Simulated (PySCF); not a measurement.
Cl2GeH2O2, SMILES [Cl][Ge]([OH])([Cl])[OH].

Coordinates come from a r2SCAN-D4/def2-SVP optimisation. One conformer was computed; it need not be the lowest.

Method: PySCF 2.14.0 with TDA-PBE/def2-SVPD.

Vertical excitations. Isolated molecule, no solvent. State labels are in the subgroup C2.

```
state  symmetry  energy (eV)  λ (nm)      f                                              main pairs
-----  --------  -----------  ------  -----  ------------------------------------------------------
S1            B         5.55     224  0.000                                         HOMO→LUMO 100 %
S2            B         5.87     211  0.021                                        HOMO−1→LUMO 98 %
S3            A         5.91     210  0.006                                        HOMO−2→LUMO 96 %
S4            A         6.28     197  0.012                      HOMO−5→LUMO 67 %, HOMO−4→LUMO 31 %
S5            B         6.29     197  0.047                                        HOMO−3→LUMO 94 %
S6            A         6.37     195  0.062                      HOMO−4→LUMO 62 %, HOMO−5→LUMO 32 %
S7            B         7.20     172  0.063  HOMO−6→LUMO 65 %, HOMO→LUMO+1 19 %, HOMO−1→LUMO+1 11 %
S8            B         7.26     171  0.020                      HOMO→LUMO+1 76 %, HOMO−6→LUMO 14 %
S9            A         7.49     166  0.001                                      HOMO−2→LUMO+1 98 %
S10           B         7.57     164  0.028                                      HOMO−1→LUMO+1 77 %
T1            B         5.25     236      0                                         HOMO→LUMO 100 %
T2            B         5.49     226      0                                        HOMO−1→LUMO 99 %
T3            A         5.54     224      0                                        HOMO−2→LUMO 99 %
T4            B         5.81     213      0                                        HOMO−3→LUMO 99 %
```
Triplets are in the Tamm–Dancoff approximation.
